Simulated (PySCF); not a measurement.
## Running PySCF for LiIn⁺

Input:

```python
from pyscf import gto, scf

mol = gto.M(
    atom='Li 0 0 0; In 0 0 2.914',
    basis='x2c-svpall',
    charge=1,
    spin=1,
    symmetry=True,
    verbose=4,
)
mf = scf.UHF(mol)
mf = mf.sfx2c1e()
mf.kernel()
mf.dip_moment()
print('orbital energies (hartree):', [e[max(0, n-3):n+3].round(4) for e, n in zip(mf.mo_energy, mol.nelec)])
```

```bash
$ OMP_NUM_THREADS=1 python input.py
```

The log (some set-up lines and the per-cycle HOMO/LUMO lines with their warnings removed):

```
PySCF version 2.14.0

[INPUT] verbose = 4
[INPUT] num. atoms = 2
[INPUT] num. electrons = 51
[INPUT] charge = 1
[INPUT] spin (= nelec alpha-beta = 2S) = 1
[INPUT] symmetry True subgroup None
[INPUT] Mole.unit = angstrom
[INPUT] Symbol           X                Y                Z      unit          X                Y                Z       unit  Magmom
[INPUT]  1 Li     0.000000000000   0.000000000000   0.000000000000 AA    0.000000000000   0.000000000000   0.000000000000 Bohr   0.0
[INPUT]  2 In     0.000000000000   0.000000000000   2.914000000000 AA    0.000000000000   0.000000000000   5.506661926983 Bohr   0.0

nuclear repulsion = 26.6949382310364
point group symmetry = Coov
symmetry origin: [0.         0.         5.18896989]
symmetry axis x: [1. 0. 0.]
symmetry axis y: [0. 1. 0.]
symmetry axis z: [0. 0. 1.]
num. orbitals of irrep A1 = 19
num. orbitals of irrep E1x = 10
num. orbitals of irrep E1y = 10
num. orbitals of irrep E2x = 3
num. orbitals of irrep E2y = 3
number of shells = 5
number of NR pGTOs = 121
number of NR cGTOs = 45
basis = x2c-svpall
ecp = {}

******** <class 'pyscf.x2c.sfx2c1e.sfX2C1eSymAdaptedUHF'> ********
method = sfX2C1eSymAdaptedUHF
initial guess = minao
damping factor = 0
level_shift factor = 0
DIIS = <class 'pyscf.scf.diis.CDIIS'>
diis_start_cycle = 1
diis_space = 8
diis_damp = 0
SCF conv_tol = 1e-09
SCF conv_tol_grad = None
SCF max_cycles = 50
direct_scf = True
direct_scf_tol = 1e-13
number electrons alpha = 26  beta = 25

******** <class 'pyscf.x2c.sfx2c1e.SpinFreeX2CHelper'> ********
approx = 1e
xuncontract = 1
Freeze 0 electrons in irreps []
    51 free electrons in irreps A1 E1x E1y E2x E2y
Set gradient conv threshold to 3.16228e-05
init E= -5884.97816792149

cycle= 1 E= -5884.95588078456  delta_E= 0.0223  |g|= 0.0986  |ddm|= 0.793
cycle= 2 E= -5884.98807231922  delta_E= -0.0322  |g|= 0.0486  |ddm|= 0.588
cycle= 3 E= -5884.99522587482  delta_E= -0.00715  |g|= 0.0271  |ddm|= 0.16
cycle= 4 E= -5884.99939142259  delta_E= -0.00417  |g|= 0.0109  |ddm|= 0.168
cycle= 5 E= -5885.00015027198  delta_E= -0.000759  |g|= 0.00366  |ddm|= 0.101
cycle= 6 E= -5885.00023352344  delta_E= -8.33e-05  |g|= 0.00139  |ddm|= 0.0447
cycle= 7 E= -5885.00024511657  delta_E= -1.16e-05  |g|= 0.000364  |ddm|= 0.0174
cycle= 8 E= -5885.0002457104  delta_E= -5.94e-07  |g|= 0.000139  |ddm|= 0.00229
cycle= 9 E= -5885.00024578751  delta_E= -7.71e-08  |g|= 3.4e-05  |ddm|= 0.00102
cycle= 10 E= -5885.00024579217  delta_E= -4.66e-09  |g|= 7.65e-06  |ddm|= 0.000252
cycle= 11 E= -5885.0002457923  delta_E= -1.27e-10  |g|= 1.3e-06  |ddm|= 5.76e-05
Extra cycle  E= -5885.0002457923  delta_E= -6.37e-12  |g|= 4.87e-07  |ddm|= 7.02e-06
converged SCF energy = -5885.0002457923  <S^2> = 0.76783111  2S+1 = 2.0177523
Dipole moment(X, Y, Z, Debye):  0.00000, -0.00000,  4.54065
orbital energies (hartree): [array([-1.2072, -0.6145, -0.4067, -0.1477, -0.1477, -0.133 ]), array([-1.2041, -1.2017, -0.5609, -0.1492, -0.134 , -0.134 ])]
```

In short: E(SCF) = -5885.000246 Eh, 11 cycles, ⟨S²⟩ = 0.768.

It ran on Arm Neoverse V2 (1 thread, shared host) in 1.2 s.

The bond length is a typed value, not an optimised one. The dipole of an ion depends on the origin. No search for the lowest solution was made.
